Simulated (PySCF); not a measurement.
# How methods differ on the ionisation energy of Ho⁴⁸⁺

Ho⁴⁸⁺ [Ar] 3d1 [3d3/2^1, M_J = 3/2] → Ho⁴⁹⁺ [Ar], as a difference of total energies. All numbers are calculated (PySCF 2.14, the two-component X2C-1e Hamiltonian, in an uncontracted even-tempered set (15 s from 12 bohr⁻², ratio 2.8; 12 p from 16 bohr⁻², ratio 2.8; 8 d from 16 bohr⁻², ratio 2.8; 3 f from 48 bohr⁻², ratio 3)). Correlated levels: [Ne] frozen; the 72 highest virtual spinors dropped. "Screened" scales the spin-orbit matrix elements by Boettger's factors to mimic the two-electron term; Breit and QED terms are absent.

```tsv
method	ionisation energy (eV)
GHF (spin-free)	4104.2
GMP2 (spin-free)	4103.7
GHF (screened spin-orbit)	4133.0
GMP2 (screened spin-orbit)	4132.6
```

Breit and QED terms and the two-electron picture change are absent.

The spin-free rows lack the spin-orbit shift.

For comparison: 4131 ± 4 eV (theoretical estimate listed by NIST; NIST Atomic Spectra Database, ionization energies).
